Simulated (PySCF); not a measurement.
MNa cations for M along the alkaline earths

PBE0 with double-zeta basis sets in PySCF, for the lowest determinant that a PBE0 search found; no spin–orbit coupling. De refers to high-spin ground-configuration atoms (the charge goes to the atom of lower measured ionisation energy or higher electron affinity, which is not always the lowest computed limit). A positive dipole points towards Na; it is taken about the centre of mass and depends on that origin.

```tsv
M	basis	charged atom	state (unpaired electrons)	Re (Å)	ωe (cm⁻¹)	De (eV)	μ (D)
Be	cc-pVDZ	Na+	singlet (closed shell)	2.960	203	0.45	0.69
Mg	cc-pVDZ	Na+	singlet (closed shell)	3.209	152	0.63	2.82
Ca	def2-SVP	Na+	singlet (closed shell)	3.558	138	1.01	1.92
Sr	def2-SVP	Na+	singlet (closed shell)	3.689	119	1.13	3.72
```

The shortest bond is that of NaBe⁺ (2.960 Å), the longest that of NaSr⁺ (3.689 Å).

The rows differ in basis set, which adds steps of its own.

Down a group the atoms grow and get heavier, so bonds lengthen and wavenumbers fall; this series shows no clear exception.

Closed-shell solutions of metal pairs were not tested for spin polarisation, which can lower them a little. Weak bonds: NaBe⁺. Basis-set superposition, not corrected here, can be much of De in a small basis, most of all at correlated wavefunction levels. For an ion De counts to the pair picked by the measured ionisation energies or electron affinities, which need not be the lowest pair at this level.
